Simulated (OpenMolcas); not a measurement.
Au6+ among 6 point charges of -1.7 e arranged as a trigonal antiprism (D3d), 1.98 Å from the ion, with a polar angle of 60.2° against the regular 54.74°.
```
   0.0000    1.7183    0.9837  -1.70
  -1.4881   -0.8592    0.9837  -1.70
   1.4881   -0.8592    0.9837  -1.70
   0.0000   -1.7183   -0.9837  -1.70
   1.4881    0.8592   -0.9837  -1.70
  -1.4881    0.8592   -0.9837  -1.70
```

| Quantity | Value |
| --- | --- |
| Program | OpenMolcas 26.06 |
| Method | SS-CASPT2, IPEA 0.25 Eh, imaginary shift 0.1 Eh (closed shells correlated: 5s 5p) |
| Basis | ANO-RCC-VDZP [7s6p4d2f] |
| Scalar Hamiltonian | DKH2, point nucleus |
| Active space | 5 electrons in 5 orbitals (5d) |
| State averaging | 2S+1 = 6 even, 1 root; 2S+1 = 4 even, 24 roots; 2S+1 = 2 even, 75 roots |
| Spin-orbit coupling | state interaction with AMFI integrals over the reference wave functions |

(1) What is the spin-free ground state (labels of D3, the rotations of D3d)?

(2) What are the lowest two levels with spin-orbit coupling?

(3) What is χT at 300 K?

Results:

(1) 6A1, 1-fold in its orbital part, 100 % from free-ion S terms; it has the highest spin that d5 allows.

(2) A 2-fold level E1/2 with g = 1.42, 5.36, 5.36, then a 2-fold level E3/2 350 cm-1 above it. Their leading multiplicities are 6 (72 %) and 6 (75 %).

(3) 3.39 cm3 K/mol.

Roots that are degenerate in the reference are averaged as groups; the widest CASPT2 spread within a group is 30 cm-1 (the 2-fold group of multiplicity 4 near 34200 cm-1 above the lowest state of its run). Shifts and gaps below about the spread of the groups concerned are not significant. Point charges give a weaker field than real ligands, and real ions of this kind are as a rule low spin; the high spin found here belongs to the model. Free-ion shares, where given, are those of the reference states; single-state CASPT2 does not remix them. This is an electrostatic model: the charges have no orbitals. No measured value stands beside these numbers.
